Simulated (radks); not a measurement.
Values are calculated unless marked as measured or tabulated.
Fractional charge and spin in the 1s shell of beryllium: the spin-up occupation runs from 0 to 1 and the spin-down occupation from 0 to 1; the fullest corner is Be2+, 1s(up 1, down 1). Level of theory: scalar-relativistic Kohn-Sham, PBE, spin-polarised, spherical densities, finite nucleus; Fermi nuclear charge, rms radius of each element as measured or else 0.836 A^(1/3) + 0.57 fm (a radial shooting solver on a logarithmic mesh with Libxc functionals). Energy (eV) minus the two flat planes that join the four corners (they meet along the diagonal where the two added fractions sum to one electron); zero is where a piecewise linear energy would lie.

| down \ up | 0 | 0.5 | 1 |
|---|---|---|---|
| 0 | 0.000 | -5.702 | 0.000 |
| 0.5 | -5.702 | 5.308 | -4.914 |
| 1 | 0.000 | -4.914 | 0.000 |

Corners above the fullest one (they belong to Be3+ and the next ion): (up 1, down 0) 153.47 eV, (up 0, down 1) 153.47 eV, (up 0, down 0) 370.68 eV. With half an added electron in each spin the energy lies 5.308 eV from the planes (fractional-spin error, the static-correlation error of a stretched bond), and with half an added electron in spin up alone -5.702 eV (fractional-charge error). For a frontier s shell over closed shells the exact functional lies on the planes.
